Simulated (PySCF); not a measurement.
**A survey of $^{29}$Si NMR shifts**

[PySCF 2.14.0 with density-fitted response routines: structure optimised with GFN2-xTB; NMR shieldings at PBE0/pcSseg-1/GIAO; a single conformation; in vacuum; relativity neglected; averaged over atoms made equivalent by symmetry, fast rotation or ring inversion]

Shieldings were converted by a linear fit to measured shifts: $^{29}$Si: δ = 279.94 − 0.822σ (rms 8.9 ppm, 72 shifts, 25.8 ppm with the 6 outliers that the fit left out vs TMS, solution or neat liquid). Occasional misses reach two or three times the rms, and more in compound classes unlike the fitted ones.

Question: Give the $^{29}$Si shifts of `CN([SiH3])N(C)C(C)(C)C`, `CC[Si@@H](S[SiH3])C1CC1`, `[SiH3][C@@H]1CSCCC[SiH2]1`, `CS[C@H]([SiH3])[SiH2]C1CC1`, `CC/C=C/[SiH2]S[SiH2]C`, `C#C[SiH2]O[Si@H](O)O[SiH3]`.

Answer: 
| compound | environment | δ (ppm) |
| --- | --- | --- |
| CN([SiH3])N(C)C(C)(C)C | silicon bonded to N, 3 H | -46.3 |
| [CH3:1][CH2:2][Si@@H:3]([S:4][SiH3:5])[CH:6]1[CH2:7][CH2:8]1 | Si3: silicon bonded to 2 C, S, H | -1.6 |
| [CH3:1][CH2:2][Si@@H:3]([S:4][SiH3:5])[CH:6]1[CH2:7][CH2:8]1 | Si5: silicon bonded to S, 3 H | -56.3 |
| [SiH3:1][C@@H:2]1[CH2:3][S:4][CH2:5][CH2:6][CH2:7][SiH2:8]1 | Si8: silicon bonded to 2 C, 2 H, in a 7-membered ring | -37.2 |
| [SiH3:1][C@@H:2]1[CH2:3][S:4][CH2:5][CH2:6][CH2:7][SiH2:8]1 | Si1: silicon bonded to C, 3 H | -65.5 |
| [CH3:1][S:2][C@H:3]([SiH3:4])[SiH2:5][CH:6]1[CH2:7][CH2:8]1 | Si5: silicon bonded to 2 C, 2 H | -27.4 |
| [CH3:1][S:2][C@H:3]([SiH3:4])[SiH2:5][CH:6]1[CH2:7][CH2:8]1 | Si4: silicon bonded to C, 3 H | -70.0 |
| [CH3:1][CH2:2]/[CH:3]=[CH:4]/[SiH2:5][S:6][SiH2:7][CH3:8] | Si7: silicon bonded to C, S, 2 H | -30.8 |
| [CH3:1][CH2:2]/[CH:3]=[CH:4]/[SiH2:5][S:6][SiH2:7][CH3:8] | Si5: silicon bonded to C, S, 2 H | -36.7 |
| [CH:1]#[C:2][SiH2:3][O:4][Si@H:5]([OH:6])[O:7][SiH3:8] | Si8: silicon bonded to O, 3 H | -42.1 |
| [CH:1]#[C:2][SiH2:3][O:4][Si@H:5]([OH:6])[O:7][SiH3:8] | Si3: silicon bonded to C, O, 2 H | -54.8 |
| [CH:1]#[C:2][SiH2:3][O:4][Si@H:5]([OH:6])[O:7][SiH3:8] | Si5: silicon bonded to 3 O, H | -67.4 |
